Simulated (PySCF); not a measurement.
Al(Cl)(H)(OSiH3) (AlClH₄OSi), SMILES [SiH3][O][AlH][Cl].

The structure is a stationary point at B3LYP-D3(BJ)/def2-SVP. Other conformers were not sampled.

All values below come from ωB97X/def2-TZVP in PySCF.

Symmetry labels are those of the subgroup Cs that the program uses (full group Cs).

Computed valence orbital energies around the gap with their symmetry:
| orbital | symmetry | energy (eV) |
|---|---|---|
| HOMO−7 | A' | -13.92 |
| HOMO−6 | A' | -13.76 |
| HOMO−5 | A" | -13.70 |
| HOMO−4 | A' | -12.41 |
| HOMO−3 | A" | -12.05 |
| HOMO−2 | A' | -11.65 |
| HOMO−1 | A" | -11.46 |
| HOMO | A' | -11.30 |
| LUMO | A" | 0.95 |
| LUMO+1 | A' | 1.43 |
| LUMO+2 | A' | 2.67 |
| LUMO+3 | A' | 3.46 |
